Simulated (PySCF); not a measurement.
C4H16OSi3, SMILES C[Si]([SiH2][SiH2]OC)(C)C, singlet, GFN2-xTB optimised geometry.

```
24

C      1.28    -2.93    -0.44
O      0.45    -1.89    -0.83
Si    -0.24    -1.66    -2.29
Si    -1.33     0.30    -1.83
Si    -0.52     1.51     0.00
C      1.39     1.51     0.00
C     -1.10     3.34     0.00
C     -1.10     0.72     1.64
H      2.18    -2.96    -1.05
H      0.77    -3.89    -0.53
H      1.56    -2.78     0.61
H     -1.01    -2.87    -2.65
H      0.82    -1.64    -3.32
H     -1.32     1.11    -3.07
H     -2.78     0.03    -1.68
H      1.77     0.50     0.01
H      1.80     2.03     0.87
H      1.79     2.00    -0.89
H     -0.78     3.85    -0.90
H     -0.71     3.89     0.85
H     -2.18     3.41     0.04
H     -0.70     1.24     2.51
H     -2.18     0.73     1.73
H     -0.77    -0.31     1.70
```

Density from CAM-B3LYP/def2-SVP in PySCF at that geometry.

Minimum of the electron density along straight lines between bonded atoms, close to the bond critical point (lines longer than 1.1 times the sum of covalent radii, or with two minima, are not listed):

```tsv
bond	length / Å	ρ at the minimum / e bohr⁻³	∇²ρ there / e bohr⁻⁵	position (fraction from the first atom)
C1–O2	1.391	0.262	-0.31	0.34
O2–Si3	1.633	0.127	1.05	0.59
Si5–C6	1.913	0.109	0.30	0.38
Si5–C7	1.916	0.109	0.30	0.38
Si5–C8	1.914	0.109	0.30	0.38
C1–H9	1.093	0.281	-1.07	0.64
C1–H10	1.093	0.282	-1.08	0.64
C1–H11	1.091	0.283	-1.10	0.64
Si3–H12	1.475	0.116	0.32	0.49
Si3–H13	1.475	0.116	0.32	0.49
Si4–H14	1.476	0.112	0.33	0.49
Si4–H15	1.477	0.112	0.33	0.49
C6–H16	1.086	0.273	-1.00	0.63
C6–H17	1.087	0.271	-0.97	0.63
C6–H18	1.086	0.272	-0.97	0.62
C7–H19	1.086	0.272	-0.99	0.63
C7–H20	1.087	0.271	-0.98	0.63
C7–H21	1.086	0.272	-0.99	0.63
C8–H22	1.087	0.271	-0.97	0.63
C8–H23	1.086	0.272	-0.98	0.63
C8–H24	1.086	0.273	-0.99	0.63
```
